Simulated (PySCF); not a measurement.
C3H7ClSi, SMILES C[SiH2]/C=C/Cl.

Geometry optimised at ωB97X-D3(BJ)/def2-SVP. The structure was generated by enumeration; whether it is a known compound was not checked. The values are those of a single conformer.

The numbers are results of PySCF with B3LYP/def2-TZVP, not measurements.

The molecule is in vacuum.

| Quantity | Result |
|---|---|
| total energy | -868.32262 hartree |
| highest occupied level | -7.28 eV |
| lowest empty level | -0.89 eV |
| orbital gap | 6.40 eV |
| dipole moment | 1.43 D |
| quadrupole, principal values (traceless, Buckingham form, about the centre of nuclear charge) | -3.57, -0.26, 3.84 D·Å |
| mean static polarisability | 78.0 bohr³ (11.57 Å³) |
| polarisability, principal values | 59.7, 65.3, 109.1 bohr³ |
